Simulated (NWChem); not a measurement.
# C2H5FOSi; SMILES F[Si@H]1CCO1

```xyz
10

F      0.0128    -1.8502    -0.5050
Si    -0.0050    -0.5448     0.4544
C      1.1718     0.8288    -0.0183
C     -0.1423     1.5682    -0.3682
O     -1.1427     0.5929    -0.0030
H     -0.1445    -1.0766     1.8317
H      1.7536     1.2906     0.7918
H      1.8336     0.6328    -0.8734
H     -0.2322     1.8171    -1.4384
H     -0.2912     2.4910     0.2155
```
Atoms are numbered in this order, from 1.

All runs: NWChem. All runs use the structure optimised with PBE0/def2-SVP. Total energies compare along this basis series because the functional is fixed.

```
level             basis functions  energy (Ha)  highest occupied level (eV)  orbital gap (eV)  dipole (D)
----------------  ---------------  -----------  ---------------------------  ----------------  ----------
TPSS/cc-pVDZ                   99    -543.9082                            ?                 ?        2.27
TPSS/aug-cc-pVDZ              164    -543.9362                        -6.97              6.42        2.39
TPSS/cc-pVTZ                  224    -544.0229                        -6.93              6.78        2.25
```

**Question.** Complete the blanks.

**Answer.** 
- TPSS/cc-pVDZ, highest occupied level (eV): -6.75
- TPSS/cc-pVDZ, orbital gap (eV): 6.90
